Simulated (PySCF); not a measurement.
AsH₅OSi.
Bonds: O1–Si2, Si2–As3. Hydrogens: H4 on O1; H5, H6 on Si2; H7, H8 on As3.

Method: PySCF 2.14.0, PBE0-D3(BJ)/def2-SVP geometry optimisation, gas phase.

Problem. What internal coordinates does the optimisation give?

Solution. 
```csv
bond,length (pm)
O1–Si2,166.7
Si2–As3,237.5
O1–H4,96.1
Si2–H5,148.9
Si2–H6,149.8
"As3–H7, As3–H8",152.8
```

Bonds in one row agree within 1 pm and their mean is given. A selection of angles:
```csv
angle,degrees
Si2–O1–H4,117.2
O1–Si2–As3,111.2
O1–Si2–H5,106.1
O1–Si2–H6,111.1
As3–Si2–H5,107.5
As3–Si2–H6,111.1
H5–Si2–H6,109.5
Si2–As3–H7,92.5
H7–As3–H8,91.9
```

Torsions: H4–O1–Si2–As3 68° (synclinal). The mirror-image conformer, all signs reversed, is as good.

Si2 (oxygen-bound silicon) is tetrahedral (angles from 106.1° to 111.2°). O1 (silanol oxygen) is bent (angle 117.2°). As3 (arsenic bonded to Si and 2 H) is pyramidal (angles 92.5°, 91.9° and 90.5°, sum 274.9°, 0.96 Å off the plane of its three neighbours).

Stationary, but not proved a minimum. One conformer, not necessarily the lowest (H–O1–Si2–As3 68°, O1–Si2–As3–H -83° and -175°).

On one thread of an Arm Neoverse V1, no GPU (shared host), this took 15 s wall and 0.36 GiB of memory at its peak. These figures are those of the optimisation.
